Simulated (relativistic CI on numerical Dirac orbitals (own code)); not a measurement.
# Level scheme of Ge

Calculated at this level of theory: Dirac-Coulomb-Breit CI, KLI orbitals optimised for each configuration, a model potential for QED, valence Slater integrals scaled by 0.85, P86 correlation energy added to each configuration (own radial code, finite nucleus).

CI space (outside the closed core [Ar] 3d10): 4s²4p², 4s²4p5s, 4s4p³, 4s²4p5p, 4s²4p4d, 4s²4p6s, 4s²4p6p, 4s²4p5d, 4s²4p4f, 4s²4p7s, 4s²4p7p, 4s²4p6d, 4s²4p5f, 4s²4p5g, 4s²4d², 4s²4p7d, 4p⁴. Levels of other configurations are missing.

The lowest level is 4s²4p² ³P0, with 98 % of that term; Hund's rules for 4s²4p² give ³P with J = 0, in agreement.

```tsv
No.	Configuration	Term	J	E (cm⁻¹)	%	Lifetime (s)
1	4s²4p²	³P	0	0.0	98	
2	4s²4p²	³P	1	519.0	99	4.01e+02
3	4s²4p²	³P	2	1310.6	98	1.51e+02
4	4s²4p²	¹D	2	8044.8	98	7.16e+00
5	4s²4p²	¹S	0	13709.6	94	9.28e-01
6	4s4p³(4S°)	⁵S°	2	37234.4	100	1.30e-05
7	4s²4p5s	³P°	0	39860.1	100	3.72e-09
8	4s²4p5s	³P°	1	40135.4	88	3.59e-09
9	4s²4p5s	³P°	2	41534.6	100	3.57e-09
10	4s²4p5s	¹P°	1	42648.8	86	3.10e-09
11	4s²4p5p	³D	1	48219.8	52	
12	4s²4p5p	³D	1	48881.1	34	
13	4s²4p5p	³D	2	48934.2	80	
14	4s²4p5p	³P	0	49463.1	93	
15	4s²4p5p	³P	1	50160.1	45	
16	4s²4p5p	³D	3	50246.5	100	
17	4s²4p4d	³D°	1	50459.0	71	5.87e-09
18	4s²4p4d	³D°	2	50459.2	61	6.58e-09
19	4s²4p5p	³P	2	50726.8	79	
20	4s²4p4d	³D°	3	50816.1	64	6.42e-09
21	4s²4p4d	¹D°	2	50943.7	58	2.00e-08
22	4s²4p5p	³S	1	51025.1	73	
23	4s²4p5p	¹D	2	51590.9	84	
24	4s²4p4d	³F°	2	52280.9	63	3.18e-08
25	4s²4p4d	³F°	3	52407.3	82	3.12e-08
26	4s²4p5p	¹S	0	52863.0	86	4.52e-08
27	4s²4p4d	³F°	4	53110.3	98	
28	4s²4p4d	³P°	2	53288.3	84	1.04e-08
29	4s²4p4d	³P°	1	53554.2	86	1.01e-08
30	4s²4p4d	³P°	0	53801.3	92	9.24e-09
31	4s²4p4d	¹P°	1	54456.4	37	9.15e-09
32	4s²4p6s	³P°	0	54695.3	98	1.09e-08
33	4s²4p4d	¹F°	3	54961.0	85	3.54e-09
34	4s²4p6s	³P°	1	55182.7	51	6.95e-09
35	4s²4p6s	³P°	2	56399.4	98	8.66e-09
36	4s²4p6s	¹P°	1	56749.1	61	7.68e-09
37	4s²4p5d	³D°	2	57448.5	45	4.08e-08
38	4s²4p5d	³D°	1	57592.7	44	1.20e-08
39	4s²4p6p	³D	1	57599.9	70	
40	4s²4p6p	³P	1	57848.4	46	
41	4s²4p6p	³D	2	57899.0	63	
42	4s²4p5d	³D°	3	57914.5	48	2.06e-08
43	4s²4p6p	³P	0	58143.8	86	
44	4s²4p5d	³F°	2	58337.8	48	8.14e-08
45	4s²4p6p	¹P	1	59339.5	55	
46	4s²4p5d	³F°	2	59380.3	35	3.65e-08
47	4s²4p5d	³F°	3	59401.9	77	2.06e-08
48	4s²4p6p	³D	3	59415.4	99	
49	4s²4p6p	³P	2	59552.2	67	
50	4s²4p6p	³S	1	59658.0	66	
51	4s²4p5d	³P°	1	59837.4	76	2.52e-08
52	4s²4p6p	¹D	2	59881.1	72	
53	4s²4p7s	³P°	0	59889.5	73	1.88e-08
54	4s²4p5d	¹D°	2	59939.6	40	5.60e-08
55	4s²4p7s	³P°	1	59971.0	59	2.42e-08
56	4s²4p5d	³P°	0	60182.7	66	1.06e-07
57	4s²4p5d	³F°	4	60224.4	97	
58	4s²4p6p	¹S	0	60405.0	69	7.03e-08
59	4s²4p4f	³G	4	60552.4	40	
60	4s²4p4f	³G	3	60554.0	71	
61	4s²4p4f	³D	3	60557.1	49	2.34e-08
62	4s²4p4f	³F	2	60559.8	50	2.35e-08
63	4s²4p5d	¹P°	1	60786.7	35	1.16e-08
64	4s²4p5d	¹F°	3	61013.9	50	1.02e-08
65	4s²4p6d	³D°	2	61292.6	30	2.64e-08
66	4s²4p7p	³D	1	61389.1	74	
67	4s²4p7p	³P	1	61510.3	48	
68	4s²4p7p	³D	2	61564.4	57	
69	4s²4p7s	¹P°	1	61574.9	37	2.06e-08
70	4s²4p6d	³F°	2	61663.0	50	7.28e-08
```

Energies count from the lowest computed level; ° marks odd parity; lifetimes are radiative, by E1, M1, E2, M2, E3 decay to levels of this space only; some are left blank where a channel outside the calculation adds to the decay or the decay crosses a small, uncertain gap. Percentages are summed over parent terms; the parents shown are those of the largest component, closed shells are left out there.

The mean weight of the leading LS term, summed over parents, in these 70 levels is 70 %, and that of the leading jj configuration (from the same eigenvectors) 74 %.

For a near-neutral ion this model can misplace configurations by up to about 10,000 cm⁻¹ (more where the count of f electrons changes) and terms by 10 to 25 % of their spread. Rates follow the energies as ν³ (E1, M1) or ν⁵ (E2), so they and the lifetimes can be off by large factors. The fine structure of a lone outer electron comes out too small, for d and f at times inverted, and misplaced configurations move strength between like terms. 27 of the 31 excited levels that our extract of the measured tables holds in this range could be paired (the sources list more); they are missed by 1998 cm⁻¹ on average and 4692 at most, and levels without a partner can miss by more.

Landé's interval rule says that E(J) − E(J−1) = AJ with one A. For the ground term the intervals give A = 519.0, 395.8 cm⁻¹ for J = 1, 2; the multiplet is regular.

LS names give the leading component of a level, which can be under half, so a name can repeat, a term be missing and a line seem to break the LS rules.
